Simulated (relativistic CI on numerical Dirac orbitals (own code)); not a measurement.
Method of calculation: Dirac-Coulomb-Breit CI, separate exchange-only KLI orbitals for each configuration, QED by a radiative potential, unscaled Slater integrals (own radial code, finite nucleus).

Configuration list (outside the closed core [Ar]): 3d¹⁰4s, 3d¹⁰4p, 3d¹⁰4d, 3d¹⁰4f, 3d¹⁰5s, 3d¹⁰5p, 3d¹⁰5d, 3d¹⁰5f, 3d¹⁰5g, 3d¹⁰6s, 3d¹⁰6p, 3d¹⁰6d, 3d⁹4s², 3d¹⁰6f, 3d⁹4s4p, 3d¹⁰7s, 3d¹⁰8s, 3d⁹4s4d, 3d⁹4s4f, 3d⁹4s5s, 3d⁹4s5p, 3d⁹4s5d, 3d⁹4s5f. Double excitations out of closed p, d and f shells are left out; levels of such configurations are missing from the list, as are those of other unlisted configurations, and high levels can miss mixing partners.

At this charge energies of transitions that change n are usually good to better than 1 %, and those within a shell (Δn = 0) to a few per cent.

Outline of the computed level scheme of W XLVI. Lowest level of each configuration: 3d¹⁰4s ²S1/2 at 0.00 eV; 3d¹⁰4p ²P°1/2 at 97.46 eV; 3d¹⁰4d ²D3/2 at 349.56 eV; 3d¹⁰4f ²F°5/2 at 532.06 eV; 3d¹⁰5s ²S1/2 at 966.77 eV; 3d¹⁰5p ²P°1/2 at 1014.25 eV; 3d¹⁰5d ²D3/2 at 1133.62 eV; 3d¹⁰5f ²F°5/2 at 1215.43 eV; 3d¹⁰5g ²G7/2 at 1254.88 eV.

Some strong electric-dipole decays among the lowest 16 levels: 3d¹⁰5g ²G9/2 → 3d¹⁰4f ²F°7/2 (2.1e+13 s⁻¹); 3d¹⁰5g ²G7/2 → 3d¹⁰4f ²F°5/2 (2.1e+13 s⁻¹); 3d¹⁰5f ²F°7/2 → 3d¹⁰4d ²D5/2 (1.2e+13 s⁻¹); 3d¹⁰5f ²F°5/2 → 3d¹⁰4d ²D3/2 (1.1e+13 s⁻¹); 3d¹⁰5s ²S1/2 → 3d¹⁰4p ²P°3/2 (6.8e+12 s⁻¹); 3d¹⁰5d ²D5/2 → 3d¹⁰4p ²P°3/2 (5.8e+12 s⁻¹); 3d¹⁰5p ²P°1/2 → 3d¹⁰4s ²S1/2 (4.6e+12 s⁻¹); 3d¹⁰5p ²P°1/2 → 3d¹⁰4d ²D3/2 (3.7e+12 s⁻¹).

LS names give the leading component of a level, which can be under half, so a name can repeat, a term be missing and a line seem to break the LS rules.
